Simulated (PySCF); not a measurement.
NICS in rings of unrelated molecules.

NICS = −σ at a ghost point: NICS(0) at the centroid of the ring atoms, NICS(1) 1 Å to either side along the normal of their mean plane, zz for the tensor component along that normal. Level: GIAO PBE0/pcSseg-1 (PySCF, non-relativistic, gas phase) on the GFN2-xTB geometries, one conformer each. Atom numbers follow the mapped SMILES.

Task: Order these rings by mean NICS(1)zz, lowest (most negative) first (ppm).
A. ring C2–C3–P5 in `[F:1][C:2]1=[C:3]([F:4])[P:5]1(=[S:6])[CH2:7][C:8]([F:9])([F:10])[F:11]`
B. ring C2–C3–C4–O5–C6–O8 in `[CH3:1][C@@H:2]1[CH2:3][CH2:4][O:5][C@H:6]([F:7])[O:8]1`
C. ring C1–C2–S3–C4–N5 in `[cH:1]1[cH:2][s:3][cH:4][n:5]1`
D. ring Si4–Si7–C8–Si9 in `[CH3:1][C:2](=[O:3])[Si:4]1([C:5]#[N:6])[SiH2:7][CH2:8][SiH2:9]1`
E. ring C2–N3–C4–N5–N6–C7 in `[CH3:1][c:2]1[n:3][cH:4][n:5][n:6][c:7]1[CH2:8][O:9][SiH3:10]`

Result: C (-30.8), E (-26.5), A (-4.0), B (2.2), D (6.3).

```
                        SMILES                                                     ring  NICS(0)  NICS(1)  NICS(1)zz  HOMA  rms pucker (Å)  ring atoms with four or more neighbours
                       c1cscn1  5-membered ring with N and S; formal bonds all aromatic    -13.4    -12.5      -30.8  0.79            0.00                                        0
             Cc1ncnnc1CO[SiH3]      6-membered ring with 3 N; formal bonds all aromatic     -3.9    -10.9      -26.5  0.96            0.01                                        0
       FC1=C(F)P1(=S)CC(F)(F)F  3-membered ring with P; formal bonds 1 double, 2 single    -22.6     -4.8       -4.0     –            0.00                                        1
         C[C@@H]1CCO[C@H](F)O1        6-membered ring with 2 O; formal bonds all single     -2.2     -1.2        2.2     –            0.20                                        4
CC(=O)[Si]1(C#N)[SiH2]C[SiH2]1       4-membered ring with 3 Si; formal bonds all single      2.8     -0.3        6.3     –            0.00                                        4
```

NICS(0) gives another order. The isotropic NICS(1) gives the same order. HOMA uses Krygowski's 1993 parameters; it is left out where a ring has a four-coordinate atom, a triple bond, no multiple bond or a kind of bond without parameters. NICS(1) and NICS(1)zz are means over the two faces.
